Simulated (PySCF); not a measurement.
1-bromo-1,2,2-trichloroethene (C₂BrCl₃), SMILES ClC(Cl)=C(Cl)Br.

Geometry: PBE-D3(BJ)/def2-SVP.

Computed with PBE-D3(BJ)/def2-SVP (PySCF 2.14.0).

Frequencies are harmonic and unscaled.

| mode | ν (cm⁻¹) | IR (km/mol) | moving atoms (share of kinetic energy) |
|---|---|---|---|
| 1 | 85 | 0.0 | Cl 87 %, Br 13 % |
| 2 | 150 | 0.5 | Cl 65 %, Br 30 % |
| 3 | 210 | 0.2 | Cl 88 %, Br 10 % |
| 4 | 261 | 0.0 | Cl 57 %, Br 37 % |
| 5 | 268 | 1.6 | C 87 %, Cl 12 % |
| 6 | 309 | 0.1 | Cl 84 %, C 10 % |
| 7 | 412 | 0.1 | Cl 90 % |
| 8 | 481 | 0.1 | C 97 % |
| 9 | 731 | 70.9 | C 76 %, Cl 21 % |
| 10 | 864 | 187.0 | C 81 %, Cl 18 % |
| 11 | 944 | 9.4 | C 93 % |
| 12 | 1564 | 2.7 | C 100 % |
